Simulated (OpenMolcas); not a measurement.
Consider [Cu2(μ-F)2(NH3)4]2+, a planar model complex in vacuum (2 bridging F, bridge angle 90°, metal-metal distance 2.66 Å, Cu–F 1.88 Å; typed geometry, not optimised).

```xyz
20

Cu    -1.3279     0.0000     0.0000
Cu     1.3279     0.0000     0.0000
F      0.0000     1.3279     0.0000
F      0.0000    -1.3279     0.0000
N     -2.7634     1.4354     0.0000
H     -3.0452     1.7172     0.9389
H     -2.4702     2.2922    -0.4695
H     -3.6202     1.1423    -0.4694
N     -2.7634    -1.4354     0.0000
H     -3.0452    -1.7172     0.9389
H     -3.6202    -1.1423    -0.4695
H     -2.4702    -2.2922    -0.4694
N      2.7634     1.4354     0.0000
H      3.0452     1.7172     0.9389
H      3.6202     1.1423    -0.4695
H      2.4702     2.2922    -0.4694
N      2.7634    -1.4354     0.0000
H      3.0452    -1.7172     0.9389
H      2.4702    -2.2922    -0.4695
H      3.6202    -1.1423    -0.4694
```

Problem. Give the energies of the total-spin states at CASSCF(2,2) on the singly occupied d orbitals (ANO-RCC-VDZP on Cu, F, N and ANO-RCC-VDZ on H, scalar-relativistic DKH2, RICD, no spin-orbit coupling, OpenMolcas), and the exchange constant.

Solution. Local spins 1/2 and 1/2.

```json
[
 {"total S": "1", "E (cm⁻¹)": "0.0", "natural occupations, lowest and highest": "1.000, 1.000"},
 {"total S": "0", "E (cm⁻¹)": "23.7", "natural occupations, lowest and highest": "0.994, 1.006"}
]
```

J = 11.8 cm⁻¹ (ferromagnetic).

J is defined by H = −2J S1·S2, so negative values are antiferromagnetic. Wave-function values come from the highest and lowest total spin; broken-symmetry values use Yamaguchi's formula with the computed ⟨S²⟩. The active space holds the singly occupied metal orbitals alone, without bridging-ligand orbitals. No row is a measured value.
